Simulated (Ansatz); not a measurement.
A single point on Br2H2HfO2, SMILES `[OH][Hf]([OH])([Br])[Br]`.

```yaml
crystal:
  periodic: [false, false, false]
  atoms:
    - {symbol: O, position_ang: [-1.258666, 1.080796, 0.370568]}
    - {symbol: Hf, position_ang: [-0.029543, -0.159749, -0.359771]}
    - {symbol: O, position_ang: [1.360217, -0.529224, 0.871111]}
    - {symbol: Br, position_ang: [-1.245001, -2.298195, -0.878936]}
    - {symbol: Br, position_ang: [0.972476, 0.821496, -2.446141]}
    - {symbol: H, position_ang: [-1.786802, 1.702278, 0.861398]}
    - {symbol: H, position_ang: [1.987328, -0.617392, 1.581770]}
basis:
  gaussian: {orbitals: def2-TZVPP}
hamiltonian: {xc: pbe}
correlation: {method: rpa}
```

```sh
$ ansatz run in.yaml --threads 4 --pin off --events-out ev --progress --plain --max-ram 11315MiB
```

It prints (some lines left out):

```
Functional definition: PBE
1589 factors; integrals over basis functions are off by at most 8.3e-4 eV
mean field evaluation 1: about -145496.9635 eV, gradient 9.6e1 eV
mean field evaluation 2: about -145496.9537 eV, gradient 9.6e1 eV
mean field evaluation 4: about -145507.2789 eV, gradient 3.9e1 eV
mean field evaluation 8: about -145511.5623 eV, gradient 8.2e-1 eV
mean field evaluation 16: about -145511.5624 eV, gradient 1.1e-3 eV
mean field -145511.56240343 eV, -5347.4512870465 hartree, gradient 1.8e-6 eV, S^2 0.000000; 0 other end points of the search recorded, 0 dependent functions left out
20 core orbitals not correlated: weight in the atoms' cores, before any rotation towards them, 1.000 or more for the frozen orbitals, at most 0.000 for the correlated occupied ones
reference -145404.51458484 eV, -5343.5173522729 hartree; 30, 30 occupied and 192, 192 virtual orbitals, 1589 factors
Total energy: -145458.68620603 eV, -5345.5081226329 hartree
```

It took 9 s on 4 threads of an Arm Neoverse V2 on a shared host, with 0.68 GiB of host memory at the peak.
